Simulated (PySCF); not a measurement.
# What settings do to a single point of [Dy(H2O)8]3+

The sound run of [Dy(H2O)8]3+ (singlet in the valence; each metal's 4f electrons, 9 of them, lie in its core potential, out of spins and levels) uses PySCF 2.14.0, RKS TPSS, Dy lcecp-1-SVP with ECP55, O def2-SVP, H def2-SVP; non-relativistic Hamiltonian with scalar-relativistic core potentials where named; density fitting; no spin-orbit coupling, grid (50, 194), threshold 1e-8 Eh and 55 cycles, at the relaxed geometry:

```xyz
25

Dy    0.0000    0.0000    0.0000
O     2.1032    0.0000    1.2507
H     2.2875    0.0000    2.2144
H     2.9918    0.0000    0.8354
O     0.0000    2.1032    1.2507
H     0.0000    2.2875    2.2144
H     0.0000    2.9918    0.8354
O    -2.1032    0.0000    1.2507
H    -2.2875    0.0000    2.2144
H    -2.9918    0.0000    0.8354
O     0.0000   -2.1032    1.2507
H     0.0000   -2.2875    2.2144
H     0.0000   -2.9918    0.8354
O     1.4872    1.4872   -1.2507
H     2.1155    2.1155   -0.8354
H     1.6175    1.6175   -2.2144
O    -1.4872    1.4872   -1.2507
H    -2.1155    2.1155   -0.8354
H    -1.6175    1.6175   -2.2144
O    -1.4872   -1.4872   -1.2507
H    -2.1155   -2.1155   -0.8354
H    -1.6175   -1.6175   -2.2144
O     1.4872   -1.4872   -1.2507
H     2.1155   -2.1155   -0.8354
H     1.6175   -1.6175   -2.2144
```

There Dy1 has a Mulliken charge of 0.82 e and the dipole about the centre of mass is 0.00 D. Each run below changes one thing and starts from free metal ions and neutral atoms unless it says otherwise; with 55 cycles, smearing, a level shift and second-order steps follow where DIIS fails, and their cycles count. Energy shifts count from the sound run. On f atoms grids over 110 angular points are at least (60, 302).

| change | outcome | cycles | energy shift (eV) | largest force component (eV/Å) | charge on Dy1 (e) | dipole about the centre of mass (D) |
| --- | --- | --- | --- | --- | --- | --- |
| threshold 1e-06 | converged | 9 | 0.0000 | 0.01 | 0.82 | 0.00 |
| start from a density of up to 30 smeared cycles (not counted) | converged | 6 | 0.0000 | 0.01 | 0.82 | 0.00 |
| grid (30, 86) | converged | 10 | 0.11 | 0.17 | 0.81 | 0.03 |

(1) How does the run with this change end: cycle limit 8?

Forces carry noise of the integration grid, about 0.01 to 0.03 eV/Å.

No frequency check is given that shows the relaxed geometry to be a minimum. An lcecp potential fixes the number of 4f electrons, so in runs with it no electron can move into or out of that shell.

Answers

(1) outcome not converged, cycles 8.
